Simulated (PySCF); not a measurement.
# Working out the ionisation energy of Rh

Rh [Kr] 4d8 5s1 (4F) → Rh⁺ [Kr] 4d8 (3F). Computed with PySCF 2.14 in def2-TZVP with the def2 core potential (28 electrons) (6s4p3d1f, 40 functions), with scalar relativity through the core potential. Frozen: 4s2 4p6. Energies in hartree (1 hartree = 27.21139 eV):

```
             part   Rh (lower)  Rh⁺ (upper)
              UHF  -109.743193  -109.511356
MP2 opposite-spin    -0.108275    -0.096824
    MP2 same-spin    -0.071020    -0.058799
```

Q: What does Hartree-Fock give?

A: (-109.511356) − (-109.743193) = 0.231837 hartree = 6.309 eV.

Q: What do MP2 and SCS-MP2 (6/5 opposite-spin, 1/3 same-spin) give?

A: The opposite-spin parts differ by 0.312 eV and the same-spin parts by 0.333 eV. MP2: 6.309 + (0.312) + (0.333) = 6.954 eV. SCS-MP2: 6.309 + 1.2 × (0.312) + (0.333)/3 = 6.794 eV.

Measured between the centres of the two terms (NIST): 7.479 eV, so MP2 (valence) is off by -0.525 eV.

What remains against the reference includes basis incompleteness, the frozen core and correlation beyond second order.
